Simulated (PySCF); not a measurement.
**Zr⁺ (zirconium, charge +1) across methods**

[Kr] 4d1 5s2, 2D determinant (an excited configuration). All numbers are calculated (PySCF 2.14, a scalar-relativistic core potential, in aug-cc-pVTZ-PP with one added diffuse shell each of s, p, d, f, g type with ECP28MDF (7s7p6d4f3g, 113 functions)).

| method | E (hartree) | mean ε 4d α (eV) | mean ε 5s α (eV) | mean ε 5s β (eV) | Σ⟨r²⟩ (bohr²) | ⟨S²⟩ |
| --- | --- | --- | --- | --- | --- | --- |
| LDA | -46.3145 | -12.142 | -11.279 | -10.904 | 45.19 | 0.757 |
| wB97X | -46.4502 | -15.825 | -13.547 | -13.359 | 45.22 | 0.766 |
| PBE | -46.4501 | -12.395 | -11.138 | -10.758 | 45.46 | 0.760 |
| UHF | -46.02993 | -16.788 | -12.829 | -12.372 | 46.13 | 0.779 |
| r2SCAN | -46.4534 | -12.902 | -11.255 | -10.837 | 45.95 | 0.769 |
| BP86 | -46.5039 | -12.468 | -11.285 | -10.918 | 45.24 | 0.759 |

Question: Estimate the same row for PBE0.

Answer: E (hartree) = -46.4371; mean ε 4d α (eV) = -13.754; mean ε 5s α (eV) = -11.778; mean ε 5s β (eV) = -11.404; Σ⟨r²⟩ (bohr²) = 45.59; ⟨S²⟩ = 0.763.

Energies and moments cover only the electrons outside the core potential.
